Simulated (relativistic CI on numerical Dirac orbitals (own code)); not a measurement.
## How well does a small relativistic CI reproduce Mn+?

Computed by Dirac-Coulomb-Breit CI, separate exchange-only KLI orbitals for each configuration, model QED, valence Slater integrals scaled by 0.85, P86 correlation energy added to each configuration (own radial code, finite nucleus).

CI space (outside the closed core [Ar]): 3d⁵4s, 3d⁶, 3d⁵4p, 3d⁴4s², 3d⁵4d, 3d⁵4f, 3d⁵5s, 3d⁴4s4p, 3d⁵5p, 3d³4s4p², 3d⁵6s, 3d⁴4p², 3d⁵5d, 3d⁵6p, 3d⁵7s, 3d⁵5g, 3d⁵5f, 3d⁵6d, 3d⁵7p, 3d⁵7d, 3d⁴4s5p, 3d³4s²4p, 3d⁴4s5s, 3d⁴4s6s, 3d⁴4s5d, 3d⁴4s4d, 3d⁴4s6p, 3d⁴4p4d, 3d⁴4s7s, 3d⁴4s7p. Levels of other configurations are missing.

```csv
Configuration,Term (tabulated),J,Measured (cm⁻¹),Computed,Error,Purity (%)
3d⁵4s,a 7S,3,0.0,0,0,99
3d⁵4s,a 5S,2,9473.0,9872,399,97
3d⁶,a 5D,4,14325.9,19993,5668,97
3d⁶,a 5D,3,14593.8,20232,5638,97
3d⁶,a 5D,2,14781.2,20400,5619,97
3d⁶,a 5D,1,14901.2,20509,5607,97
3d⁶,a 5D,0,14959.8,20562,5602,97
3d⁵4s,a 5G,6,27547.2,27771,224,99
3d⁵4s,a 5G,5,27571.2,27796,224,99
3d⁵4s,a 5G,4,27583.6,27810,226,99
3d⁵4s,a 5G,3,27588.5,27817,229,99
3d⁵4s,a 5G,2,27589.3,27820,231,99
3d⁵4p,z 7P°,2,38366.2,36934,-1432,99
3d⁵4p,z 7P°,3,38543.1,37083,-1460,99
3d⁵4p,z 7P°,4,38806.7,37298,-1509,99
3d⁵4p,z 5P°,3,43370.5,42322,-1048,98
3d⁵4p,z 5P°,2,43484.6,42405,-1080,98
3d⁵4p,z 5P°,1,43557.1,42458,-1099,98
```

Measured levels from NIST Handbook of Basic Atomic Spectroscopic Data (Sansonetti and Martin, J. Phys. Chem. Ref. Data 34, 1559 (2005)); pairs were made by configuration, J and term (by order where the table uses no LS term), so strongly mixed levels may be paired wrongly.

Mean error by configuration (cm⁻¹): 3d⁵4s 256; 3d⁶ 5627; 3d⁵4p -1271. Over the excited levels the mean absolute error is 2194 cm⁻¹ (17 of the 17 excited levels that our extract of the source holds in range could be paired), and the median relative error of those above 1,000 cm⁻¹ is 3.7 %.

Transition probabilities of persistent lines. The last column rescales the computed rate by the cube of measured over computed energy:

| λ measured (Å) | Lower | Upper | A tabulated (s⁻¹) | A computed | A rescaled |
| --- | --- | --- | --- | --- | --- |
| 2576.10 air | 3d⁵4s a 7S3 | 3d⁵4p z 7P°4 | 2.82e+08 | 3.00e+08 | 3.38e+08 |
| 2593.72 air | 3d⁵4s a 7S3 | 3d⁵4p z 7P°3 | 2.77e+08 | 2.94e+08 | 3.30e+08 |
| 2605.68 air | 3d⁵4s a 7S3 | 3d⁵4p z 7P°2 | 2.72e+08 | 2.91e+08 | 3.26e+08 |
| 2933.05 air | 3d⁵4s a 5S2 | 3d⁵4p z 5P°1 | 1.94e+08 | 2.15e+08 | 2.46e+08 |
| 2939.31 air | 3d⁵4s a 5S2 | 3d⁵4p z 5P°2 | 1.95e+08 | 2.14e+08 | 2.44e+08 |
| 2949.20 air | 3d⁵4s a 5S2 | 3d⁵4p z 5P°3 | 1.94e+08 | 2.12e+08 | 2.41e+08 |
| 3441.99 air | 3d⁶ a 5D4 | 3d⁵4p z 5P°3 | 3.60e+07 | 1.70e+07 | 3.74e+07 |
